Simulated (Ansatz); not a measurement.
One geometry of Al2Cl6⁻, several levels of theory.

```yaml
crystal:
  periodic: [false, false, false]
  atoms:
    - {symbol: Al, position_ang: [-1.016862, 0.113120, -1.239922]}
    - {symbol: Al, position_ang: [1.023512, -0.113446, 1.234672]}
    - {symbol: Cl, position_ang: [0.159678, 1.619722, 0.015887]}
    - {symbol: Cl, position_ang: [-0.077142, -1.623733, -0.084325]}
    - {symbol: Cl, position_ang: [3.079263, -0.247880, 0.904164]}
    - {symbol: Cl, position_ang: [-3.046062, 0.251474, -0.773751]}
    - {symbol: Cl, position_ang: [-0.307103, 0.116132, -3.202008]}
    - {symbol: Cl, position_ang: [0.184725, -0.115389, 3.145283]}
basis:
  gaussian: {orbitals: def2-SVP, initial_orbitals: start.molden}
total_charge: -1
magnetization: {spin_polarized: true, initial_magnetization: 1}
hamiltonian: {xc: pbe, dispersion: d4}
scf: {omitted_lower_state_checks: [starts]}
output: {orbitals: {seedname: orbitals}}
```

The file start.molden holds the orbitals of an earlier run on this structure, at another level or in another basis.

```sh
$ ansatz run in.yaml --threads 4 --pin off --events-out ev --progress --plain --max-ram 4787MiB
```

It prints (some lines left out):

```
Functional definition: PBE
1556 factors; their error is unknown
mean field evaluation 1: about -88275.9984 eV, gradient 7.0e0 eV
mean field evaluation 2: about -88276.1066 eV, gradient 1.4e-1 eV
mean field evaluation 4: about -88276.0060 eV, gradient 5.9e-4 eV
mean field -88276.00598697 eV, -3244.0833843953 hartree, gradient 2.0e-5 eV, S^2 0.751526; 0 other end points of the search recorded, 0 dependent functions left out
reference -88276.00604652 eV, -3244.0833865835 hartree; 65, 64 occupied and 79, 80 virtual orbitals, 1556 factors
Total energy: -88276.51027071 eV, -3244.1019164810 hartree
Checks for a lower state left out: starts
```

Hardware: 4 threads of Arm Neoverse V1 on a shared host. Wall time 4.2 s.

The first input with `gaussian: {orbitals: def2-SVP}`, `hamiltonian: {xc: pbe0, dispersion: d4}` (abridged; 6.5 s):

```
Functional definition: PBE0
mean field evaluation 16: about -88283.6080 eV, gradient 3.4e-5 eV
mean field -88283.60800844 eV, -3244.3627535315 hartree, gradient 3.4e-5 eV, S^2 0.752146
Total energy: -88284.05455354 eV, -3244.3791637612 hartree
Checks for a lower state left out: starts
```

As the first input, with `hamiltonian: {xc: {name: B2PLYP}}` and without the key `output` (abridged; 9 s):

```
Functional definition: B2PLYP
mean field -88275.11533802 eV, -3244.0506536500 hartree, gradient 7.6e-6 eV, S^2 0.752827
40 core orbitals not correlated: weight in the atoms' cores, before any rotation towards them, 1.000 or more for the frozen orbitals, at most 0.000 for the correlated occupied ones
second order -31.16413421 eV of doubles, -0.00000000 eV of singles
Total energy: -88283.52985754 eV, -3244.3598815387 hartree
Checks for a lower state left out: starts
```

Geometry: r2SCAN-D4/def2-SVP, that of the neutral singlet.

Correlated methods freeze 40 core orbitals. At PBE-D4/def2-SVP, PBE0-D4/def2-SVP the highest occupied level of the charge -1 doublet lies above zero (up to 2.55 eV). By energy differences it is unbound by 0.40 eV (vertical, to the charge 0 singlet, at PBE-D4/def2-SVP) and held by the finite basis. The structure comes from a short search, and lower isomers may exist.
